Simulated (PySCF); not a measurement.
**AlSn, CCSD(T): how much the basis matters**

PySCF, UHF reference; quartet, unpaired electrons σ ↑, π ↑↑; De to Al + Sn without counterpoise correction. Frozen cores follow the default of each basis and core potential.

```json
{"basis": "cc-pV(D+d)Z/cc-pVDZ-PP", "relativity": "scalar-relativistic core potentials", "functions": "46", "Re (Å)": "2.700", "ωe (cm⁻¹)": "263", "De (eV)": "1.92", "frozen orbitals": "9"}
{"basis": "x2c-SVPall", "relativity": "spin-free X2C", "functions": "54", "Re (Å)": "2.671", "ωe (cm⁻¹)": "270", "De (eV)": "2.00", "frozen orbitals": "23"}
{"basis": "def2-SVPD", "relativity": "scalar-relativistic core potentials", "functions": "56", "Re (Å)": "2.685", "ωe (cm⁻¹)": "263", "De (eV)": "1.95", "frozen orbitals": "9"}
{"basis": "aug-cc-pV(D+d)Z/aug-cc-pVDZ-PP", "relativity": "scalar-relativistic core potentials", "functions": "64", "Re (Å)": "2.702", "ωe (cm⁻¹)": "259", "De (eV)": "1.94", "frozen orbitals": "9"}
```

(1) How does each smaller set differ from the one with most functions, aug-cc-pV(D+d)Z/aug-cc-pVDZ-PP?

Correlated steps freeze the inner cores (9 to 23 orbitals); shallow outer-core shells are correlated. Correlated levels converge slowly with the basis: in double zeta they bind strong bonds too weakly, by up to about 1 eV, and carry superposition errors of some tenths. These are scalar-relativistic numbers at best; spin–orbit coupling would shift them, the dissociation energy most. The state was picked by a PBE0 search and need not be the measured ground state.

Results:

(1) cc-pV(D+d)Z/cc-pVDZ-PP: -0.2 pm, +1.5 % in ωe, -0.02 eV in De; x2c-SVPall: -3.1 pm, +4.2 % in ωe, +0.06 eV in De; def2-SVPD: -1.7 pm, +1.5 % in ωe, +0.01 eV in De. All at CCSD(T); the set with most functions is neither the basis-set limit nor always the best. The rows treat relativity differently, so the differences are not basis effects alone.
